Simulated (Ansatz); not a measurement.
Reaction (redistribution): `[GeH3][SiH2][GeH2][GeH3]` + `[SiH3][GeH2][SiH2][GeH2][SiH2][GeH3]` → `[SiH3][GeH2][GeH2][SiH2][GeH3]` + `[GeH3][SiH2][GeH2][SiH2][GeH3]`

Isolated molecules relaxed with PBE0-D4/def2-TZVP in Ansatz; ΔE leaves out vibrations. CBS: MP2 limit from def2 TZ/QZ plus the TZ coupled-cluster correction, frozen cores. DFT in def2-TZVPP. B3LYP here is the variant with VWN-RPA as its local correlation; programs differ in this. HSE06 is defined as in plane-wave codes. For Ge outer-core shells are correlated without core-valence functions, which leaves a few kJ/mol of doubt a bond. Scalar relativity is left out up to krypton. Each species was taken in one conformer, which may not be the lowest.

```csv
level,ΔE (kJ/mol),difference from CCSD(T)/CBS
revPBE-D4,0.4,0.3
r2SCAN0-D4,0.4,0.3
HSE06-D4,0.5,0.4
B2PLYP,-0.3,-0.4
PBE,-0.3,-0.4
PBE0,-0.5,-0.6
B3LYP,-0.6,-0.7
CCSD/def2-TZVPP,-0.2,-0.3
MP2/def2-QZVPP,-0.1,-0.2
HF/CBS(def2),-1.7,-1.8
CCSD(T)/CBS,0.1,0
```

Largest T1 diagnostic among the species: 0.013.

Leaving LDA and LC-ωPBE aside and taking each functional with its dispersion term where it has one, the values, not all of them listed here, spread over 1.4 kJ/mol, from PBE-QIDH to BLYP-D4.
